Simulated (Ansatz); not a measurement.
Geometry optimisation, RKS PBE/def2-SVP (Ansatz 0.2.0).

Input:

```yaml
crystal:
  periodic: [false, false, false]
  atoms:
    - { symbol: B, position_ang: [0.2961, -1.7429, 1.2212] }
    - { symbol: C, position_ang: [1.1834, -0.4195, 1.1897] }
    - { symbol: B, position_ang: [0.8478, 0.4789, -0.1041] }
    - { symbol: C, position_ang: [-0.4305, 1.2574, -0.2512] }
    - { symbol: C, position_ang: [-1.1943, 0.77, -1.4675] }
    - { symbol: C, position_ang: [-1.7682, 0.4071, -2.4402] }
    - { symbol: H, position_ang: [0.3219, -2.4817, 0.332] }
    - { symbol: H, position_ang: [-0.4623, -1.8529, 2.1003] }
    - { symbol: H, position_ang: [1.0276, 0.2011, 2.1514] }
    - { symbol: H, position_ang: [2.2473, -0.7484, 1.1836] }
    - { symbol: H, position_ang: [1.7014, 0.6035, -0.9005] }
    - { symbol: H, position_ang: [-1.1283, 1.0721, 0.6553] }
    - { symbol: H, position_ang: [-1.69575, 0.63071, -0.50977] }
    - { symbol: H, position_ang: [-2.2954, 0.064, -3.2894] }
basis:
  gaussian: { orbitals: def2-SVP }
hamiltonian:
  xc: pbe
relax:
  f_tol: 0.02
  max_steps: 50
output:
  orbitals: {}
```

Launched with:

```bash
$ ansatz run input.yaml --threads 2 --pin off --max-ram 3072MiB --backend cpu --events-out ev --progress --plain --runs-dir out
```

Problem. Where does it end, and by what steps?

Solution. It converged. After 21 steps the energy has fallen by 4.349 eV; H11 moved furthest, 1.60 Å. Parted: C5–H13 (1.09 → 2.13 Å). Joined: C4–H13 (1.44 → 1.12 Å).

```
step  energy less start (eV)  largest force component (eV/Å)  accepted
   0                  0.0000                           5.042       yes
   1                 -1.0630                           1.819       yes
   2                 -1.5695                           1.817       yes
   3                 -2.0715                           2.091       yes
   4                 -2.8436                           2.081       yes
   5                 -3.4711                           1.731       yes
   6                 -3.8156                           1.329       yes
   7                 -4.0701                           0.839       yes
   8                 -4.2140                           0.296       yes
   9                 -4.2586                           0.272       yes
  10                 -4.2826                           0.305       yes
  11                 -4.3115                           0.613       yes
  12                 -4.3243                           0.850       yes
  13                 -4.3357                           0.297       yes
  14                 -4.3397                           0.178       yes
  15                 -4.3407                           0.132       yes
  16                 -4.3464                           0.086       yes
  17                 -4.3482                           0.035       yes
  18                 -4.3490                           0.034       yes
  19                 -4.3492                           0.040       yes
  20                 -4.3492                           0.033       yes
  21                 -4.3493                           0.010       yes
```

```xyz
14
Properties=species:S:1:pos:R:3
B 0.892 -1.896 1.606
C 0.955 -0.376 1.283
B 0.345 -0.164 -0.150
C -0.928 0.759 -0.349
C -1.394 0.995 -1.708
C -1.769 1.184 -2.857
H 1.562 -2.689 0.969
H 0.148 -2.324 2.472
H 0.542 0.298 2.056
H 2.035 -0.166 1.074
H 0.848 -0.732 -1.103
H -0.751 1.723 0.186
H -1.732 0.277 0.263
H -2.102 1.350 -3.871
```

The run took 53 s on 2 threads of Intel(R) Xeon(R) Platinum 8259CL CPU @ 2.50GHz (Skylake/Cascade Lake), with other jobs on the host, peak memory 0.18 GiB.
